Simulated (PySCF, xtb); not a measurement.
C3H6O2Si, SMILES C=C=C[SiH](O)O.

GFN2-xTB (xtb) at its own geometry gives an orbital gap of 4.54 eV and a dipole moment of 1.49 D.

Geometry: PBE0-D3(BJ)/def2-SVP. This is a generated structure with no PubChem entry under its InChIKey; it may be hypothetical. The values are those of a single conformer.

Problem. What does PBE/def2-TZVP run with PySCF give? (The exact figures need the calculation; the answer reports its results.)

Solution. gap 5.10 eV (levels -6.51 and -1.42 eV), dipole 0.61 D.
